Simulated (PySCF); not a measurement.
**Does the structure fit the spectrum?**

A compound C5H7FSi gives the data below (simulated from a calculation) and was assigned the structure `CC1=C(F)C=C[SiH2]1`.

¹³C{¹H} NMR (computed): δ 155.5 (CH, 2C), 133.3 (CH, 2C), -3.7 (CH3).

¹H NMR (300 MHz, computed): δ 7.06 (m, 2H), 5.83 (m, 2H), 0.49 (m, 3H).

All values are calculated (PySCF 2.14.0 with density-fitted response routines): GIAO PBE0/pcSseg-1 shieldings, GFN2-xTB structure. One conformer, rapidly exchanging positions averaged, non-relativistic, isolated molecule.

Scale: TMS for ¹H (σ = 31.72 ppm), ¹³C (σ = 186.93 ppm) (reference shieldings calculated alike).

(1) Compare with the shifts computed for the proposed structure, pairing carbons in order of shift.

(2) Which isomer fits?

## Answers

(1) Structure with atom numbers: `[CH3:1][C:2]1=[C:3]([F:4])[CH:5]=[CH:6][SiH2:7]1`; H(Xn) means a hydrogen on atom n.

```tsv
atom	computed for proposal	given list	difference
C3	174.4	155.5	+18.9
C5	153.6	155.5	-1.9
C6	131.8	133.3	-1.5
C2	115.1	133.3	-18.2
C1	13.4	-3.7	+17.1
```

The rms difference is 14.0 ppm and the largest +18.9 ppm at C3 (fully substituted alkene carbon). The proposal also would give 5 carbon signals, not 3. The carbon types in order of shift don't match either: C, CH, CH, C, CH3 for the proposal against CH, CH, CH, CH, CH3 in the data. The proposal doesn't fit.

(2) `C[Si]1(F)C=CC=C1`.

- Carbon types of the structure: 4 × CH, 1 × CH3, which accounts for all hydrogens.
- δC 155.5, 133.3: alkene CH; an sp2 carbon of a C=C bond.
- δC -3.7: methyl carbon bonded to Si; an electropositive neighbour leaves it electron-rich and shielded.
- δH 7.06, 5.83: hydrogen on an alkene CH; attached to an sp2 carbon and in the plane of the double bond.
- δH 0.49: hydrogen on a methyl carbon bonded to Si; an electropositive neighbour shields it, as in TMS itself.

Other isomers checked: C[Si@H]1C=CC=C1F (rms 16.5 ppm); C[Si@H]1C=CC(F)=C1 (rms 18.7 ppm).

The shifts were computed for this structure.

Splittings by ¹⁹F in the carbon and heteronuclear signals aren't shown, as no couplings were computed. Shifts are as computed. Against solution values, carbons near 30 ppm lie about +3 ppm off and those near 130 ppm about +5 ppm. Of 1211 compounds with measured shifts, 218 miss one by over three times the rms of a fit or turn the order of signals round; such compounds aren't used in these exercises. Multiplicities follow the n + 1 count of equivalent neighbours, as no J values were calculated; m marks all less simple cases, F and P coupling included.
